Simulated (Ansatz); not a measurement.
Born–Oppenheimer molecular dynamics of Cl3GeHO (6 atoms, charge 0, multiplicity 1). It starts from a relaxed structure.

The calculation used RKS PBE/def2-SVP in Ansatz.

```json
{"ensemble": "NVT, Langevin thermostat", "time step": "0.5 fs", "steps asked": "100", "set temperature": "50 K", "friction": "0.001 /fs", "seed": "325875"}
```

First frame:

```xyz
6
Properties=species:S:1:pos:R:3
Ge -0.019 -0.032 -0.019
O 0.039 -0.088 1.751
H -0.864 -0.132 2.126
Cl 2.023 0.009 -0.661
Cl -1.060 1.725 -0.715
Cl -1.027 -1.763 -0.823
```

(1) What does the run give?

(2) What happens to the structure?

(3) How do temperature and energy run in time?

Results:

(1) The run went to its last step.

```yaml
steps_done: 100
time_covered: 50 fs
mean_temperature_over_the_second_half: 22 K
spread_of_the_potential_energy_over_the_second_half: 0.5 meV per atom
mean_potential_energy_of_the_second_half_above_the_start: 2.1 meV per atom
```

The mean temperature of the second half is 56 % below the set value. A run of 0.05 ps of so small a system gives no equilibrium averages.

(2) The same pairs are bonded in the first frame and the last. Pairs count as bonded within 1.25 times the sum of covalent radii (0.12 Å more for H–H). The details hang on the random start.

(3) 
```
time (fs)  T (K)  potential energy less start (eV)
        0     42                             0.000
      2.5     37                             0.002
        5     33                             0.005
      7.5     27                             0.009
       10     25                             0.010
     12.5     25                             0.010
       15     26                             0.009
     17.5     27                             0.008
       20     25                             0.009
     22.5     23                             0.011
       25     19                             0.014
     27.5     20                             0.015
       30     19                             0.014
     32.5     25                             0.011
       35     27                             0.009
     37.5     29                             0.008
       40     26                             0.010
     42.5     23                             0.013
       45     19                             0.016
     47.5     18                             0.016
       50     17                             0.015
```

The run took 3 min on 2 threads of Arm Neoverse V1, with other jobs on the host, peak memory 0.16 GiB.
